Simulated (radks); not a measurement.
Problem. Eu15+, configuration [Kr] 4d10 4f2 (the NIST ground configuration). All-electron calculation, scalar-relativistic Kohn-Sham, LB94 model potential, spin-polarised, spherical densities, finite nucleus; open shells are filled with parallel spins first (spin-orbit coupling, left out, can overturn this in heavy ions); Fermi nuclear charge, rms radius 5.1115 fm. Program: a radial shooting solver on a logarithmic mesh with Libxc functionals. Some entries of the table are withheld. Estimate them.

| orbital | occ. | eigenvalue (eV) | <1/r> (bohr^-1) |
|---|---|---|---|
| 1s down | 1 | -48885.29 | 70.29 |
| 1s up | 1 | -48885.29 | 70.29 |
| 2s down | 1 | -8320.391 | 16.29 |
| 2s up | 1 | -8320.357 | 16.29 |
| 2p down | 3 | -7455.690 | 15.27 |
| 2p up | 3 | -7455.665 | 15.27 |
| 3s down | 1 | -2099.057 | 5.966 |
| 3s up | 1 | -2098.958 | 5.965 |
| 3p down | 3 | -1829.219 | 5.626 |
| 3p up | 3 | -1829.153 | 5.625 |
| 3d down | 5 | -1467.282 | 5.345 |
| 3d up | 5 | -1467.222 | 5.344 |
| 4s up | 1 | -668.0599 | 2.555 |
| 4s down | 1 | -666.2840 | 2.554 |
| 4p up | 3 | -577.7159 | 2.368 |
| 4p down | 3 | -576.0090 | 2.366 |
| 4d up | 5 | -451.3163 | 2.133 |
| 4d down | 5 | -449.7201 | 2.130 |
| 4f up | 2 | -311.3154 | 1.814 |
| 5s up | 0 | (1) | 1.258 |
| 4f down | 0 | -309.9356 | 1.812 |
| 5s down | 0 | (2) | 1.255 |
| 5p up | 0 | (3) | 1.174 |
| 5p down | 0 | (4) | 1.170 |

Solution. 
(1) 5s up eigenvalue (eV): -310.1275
(2) 5s down eigenvalue (eV): -309.7053
(3) 5p up eigenvalue (eV): -277.2452
(4) 5p down eigenvalue (eV): -276.9590
